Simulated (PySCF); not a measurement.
# Electron correlation in Se⁻ (selenium, charge -1)

[Ar] 3d10 4s2 4p5, 2P determinant. All numbers are calculated (PySCF 2.14, scalar relativity by spin-free X2C-1e, in aug-cc-pVDZ-DK (6s5p3d, 36 functions)). Frozen: [Ar] 3d10; 7 electrons correlated.

| level | correlation energy (mhartree) |
| --- | --- |
| CCSD | -118.81 |
| (T) | -3.16 |
| CCSD(T) | -121.97 |
| CCSDT | -122.52 |

Diagnostics: T1 = 0.013, D1 = 0.0232, largest double amplitude 0.037.

Task: Is a single reference adequate?

Result: Yes, within this model without spin-orbit coupling: T1 lies below 0.03 and no double amplitude reaches 0.07.
